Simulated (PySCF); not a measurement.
## How methods differ on the ionisation energy of Ga¹⁵⁺

Ga¹⁵⁺ [Ne] 3s2 3p4 (3P) → Ga¹⁶⁺ [Ne] 3s2 3p3 (4S), as a difference of total energies. Computed with PySCF 2.14 in an even-tempered Gaussian basis (19 s from 0.93 bohr⁻², ratio 2.5; 12 p from 1.2 bohr⁻², ratio 2.5; 5 d from 7.8 bohr⁻², ratio 2.7; 4 f from 12 bohr⁻², ratio 2.7), with the spin-free X2C one-electron Hamiltonian (Gaussian nucleus). Correlated levels: outer shells: 1s2 frozen; virtual orbitals above 40 to 60 times the deepest correlated orbital energy dropped. The calculations carry no spin-orbit coupling.

| method | ionisation energy (eV) |
| --- | --- |
| UHF | 545.91 |
| MP2 (outer shells) | 546.87 |
| SCS-MP2 (outer shells) | 546.90 |
| CCSD (outer shells) | 546.85 |
| CCSD(T) (outer shells) | 546.86 |

How much does correlation contribute at CCSD(T) (outer shells)?

546.86 − (545.91) = 0.95 eV, measured against UHF.

Spin-orbit coupling is strong in these open shells (close to jj coupling). The scalar numbers leave it out and a first-order estimate fails, so it can dominate the gap to the real levels.

Breit and QED terms and the two-electron picture change are absent.

For comparison: 548.3 ± 0.7 eV (semi-empirical (NIST evaluation); NIST Atomic Spectra Database, ionization energies).
